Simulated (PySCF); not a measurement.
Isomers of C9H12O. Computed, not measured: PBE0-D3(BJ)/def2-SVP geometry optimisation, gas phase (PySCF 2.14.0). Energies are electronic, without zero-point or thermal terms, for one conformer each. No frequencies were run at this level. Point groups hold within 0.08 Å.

Question: Order them by energy at this level, lowest first, and give relative energies in kcal/mol.
A. `[CH3:1][O:2][CH2:3][c:4]1[cH:5][cH:6][c:7]([CH3:8])[cH:9][cH:10]1` with C1–O2–C3–C4 71°, O2–C3–C4–C5 37°
B. `[CH3:1][CH2:2][O:3][C@H:4]1[C@H:5]2[CH:6]=[CH:7][C@@H:8]1[CH:9]=[CH:10]2` with C1–C2–O3–C4 175°, C2–O3–C4–C5 75°
C. `[CH3:1][O:2][C:3]1=[CH:4][C:5]2([CH:6]=[CH:7]1)[CH2:8][CH2:9][CH2:10]2` with C1–O2–C3–C4 0°

Answer: A (0.0), C (37.5), B (43.7).

As drawn, the lowest has an aromatic ring, which the highest lacks; the highest has a C=C bond outside aromatic rings, which the lowest lacks.

```json
{"SMILES": "COCc1ccc(C)cc1", "E (Eh)": "-424.60681", "E rel (kcal/mol)": "0.0", "dipole (D)": "1.36", "point group": "C1", "A, B, C (MHz)": "3400, 718.6, 658.7"}
{"SMILES": "COC1=CC2(C=C1)CCC2", "E (Eh)": "-424.54713", "E rel (kcal/mol)": "37.5", "dipole (D)": "1.15", "point group": "Cs", "A, B, C (MHz)": "2822, 883.9, 755.0"}
{"SMILES": "CCO[C@H]1[C@H]2C=C[C@@H]1C=C2", "E (Eh)": "-424.53719", "E rel (kcal/mol)": "43.7", "dipole (D)": "1.02", "point group": "C1", "A, B, C (MHz)": "3033, 910.2, 883.9"}
```
